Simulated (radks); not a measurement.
The numbers below are computed, except where a source is named.
Species: S3+. Configuration: [Ne] 3s2 7f1 (not the ground configuration).

Code: a radial shooting solver on a logarithmic mesh with Libxc functionals. Model: scalar-relativistic Kohn-Sham, BLYP, spin-polarised, spherical densities, point nucleus; open shells are filled with parallel spins first.

Energy parts (eV):
total: -10754.187
kinetic: 10798.137
electron-nucleus: -24950.929
Hartree: 4056.298
exchange-correlation: -657.693

Orbitals (lengths in bohr, moments of r in powers of bohr; <r^-3> diverges for s and p1/2; r(90%) holds 90 % of the orbital's charge):
orbital  occ.  eigenvalue (eV)  r(90%)    <r^-3>
1s down     1        -2467.142   0.173         -
1s up       1        -2467.141   0.173         -
2s down     1        -268.5960   0.748         -
2s up       1        -268.5957   0.748         -
2p down     3        -213.8776   0.732     82.44
2p up       3        -213.8774   0.732     82.44
3s up       1         -63.6009    2.16         -
3s down     1         -63.5503    2.16         -
7f up       1          -4.4341    20.9  0.006471

The highest occupied level is 7f up at -4.434 eV. The density falls to 0.001 e/bohr^3 at r = 2.86 bohr. Summed over all electrons, <r^2> = 273.5 bohr^2, which gives a Langevin (diamagnetic) susceptibility term of -217 x 10^-6 cm^3/mol. Spin moment in Bohr magnetons: 1.
